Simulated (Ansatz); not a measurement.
Ansatz results at the PBE0-D4/def2-TZVP geometry: LUMO energy (B3LYP/def2-TZVPP) -2.02 eV; LUMO energy (PBE/def2-TZVPP) -2.77 eV; HOMO energy (ωB97M-V/def2-TZVPP) -8.79 eV.

Problem. Which molecule gave them?
A. `[SiH3]BO[SiH3]`
B. `[SnH3][CH2]C1=CC1`
C. `ClB1C[SiH]1[GeH3]`
D. `C=C([SiH3])SC`

Solution. C. The others give `[SiH3]BO[SiH3]`: -1.46, -2.24, -9.84; `C=C([SiH3])SC`: -0.72, -1.45, -8.37; `[SnH3][CH2]C1=CC1`: -0.42, -1.05, -8.64.

B3LYP here is the variant with VWN-RPA as its local correlation; programs differ in this.
